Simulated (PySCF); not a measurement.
CH5AlClNO, SMILES C[NH][Al]([OH])[Cl]. Geometry: PBE-D3(BJ)/def2-SVP. The structure was generated by enumeration; whether it is a known compound was not checked. Other conformers were not sampled.

Method: PBE-D3(BJ)/def2-SVP (PySCF 2.14.0).

Harmonic wavenumbers (cm⁻¹): 100, 101, 150, 176, 234, 272, 290, 483, 497, 598, 725, 886, 1048, 1098, 1137, 1338, 1401, 1417, 1445, 2916, 2970, 3048, 3512, 3829. Rotational constants (GHz): 5.084, 1.725, 1.298; symmetry number 1.

**Question.** Work out the zero-point energy and the ideal-gas rigid-rotor harmonic-oscillator thermochemistry at 298.15 K and 1 atm.

**Answer.** ZPE = ½ Σ hcν = ½ × 29669 cm⁻¹ = 42.41 kcal/mol. H − E(el) = 47.92 kcal/mol. Entropy in cal/(mol K): translation 39.99, rotation 27.74, vibration 19.36, total 87.09. G − E(el) = 21.96 kcal/mol. Cp = 27.00 cal/(mol K). Modes under 150 cm⁻¹ make the vibrational entropy uncertain.
